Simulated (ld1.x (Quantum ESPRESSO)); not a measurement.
An all-electron radial function and its pseudo partner (Ni)

Columns: radius, all-electron u(r) and pseudo u(r) of the 3p shell (level -71.39 eV) of nickel in the configuration [Ne] 3s2 3p6 3d8 4s2 4p0; PBE, scalar-relativistic, TM scheme, ld1.x (Quantum ESPRESSO) 7.5.

| r (bohr) | all-electron | pseudo |
| --- | --- | --- |
| 0.055 | 0.3476 | -0.0234 |
| 0.110 | 0.6246 | -0.0915 |
| 0.165 | 0.5813 | -0.1990 |
| 0.220 | 0.3225 | -0.3371 |
| 0.275 | -0.0231 | -0.4945 |
| 0.330 | -0.3678 | -0.6587 |
| 0.385 | -0.6651 | -0.8168 |
| 0.440 | -0.8967 | -0.9572 |
| 0.495 | -1.0603 | -1.0706 |
| 0.550 | -1.1621 | -1.1514 |
| 0.605 | -1.2122 | -1.1973 |
| 0.660 | -1.2215 | -1.2100 |
| 0.715 | -1.2003 | -1.1937 |
| 0.770 | -1.1573 | -1.1545 |
| 0.825 | -1.0997 | -1.0989 |
| 0.880 | -1.0331 | -1.0329 |
| 0.935 | -0.9616 | -0.9616 |
| 0.990 | -0.8885 | -0.8885 |
| 1.045 | -0.8160 | -0.8160 |
| 1.100 | -0.7457 | -0.7457 |
| 1.155 | -0.6786 | -0.6786 |
| 1.210 | -0.6154 | -0.6154 |
| 1.265 | -0.5564 | -0.5564 |
| 1.320 | -0.5018 | -0.5018 |
| 1.375 | -0.4515 | -0.4515 |
| 1.430 | -0.4055 | -0.4055 |

**Question.** How many radial nodes do the two functions have?

**Answer.** The all-electron 3p function has n − l − 1 = 1; the pseudo-wave has 0, since the states of the same l below it are removed with the core.

**Question.** At about which radius was the pseudo-wave matched?

**Answer.** 1.00 bohr. The columns agree to 0.0005 from 0.88 bohr on; several derivatives are matched, so the curves merge somewhat inside the radius.

**Question.** Is the pseudo-wave norm-conserving?

**Answer.** Yes: the TM scheme keeps the norm inside the radius equal to the all-electron one, which fixes the energy derivative of the logarithmic derivative at the level.
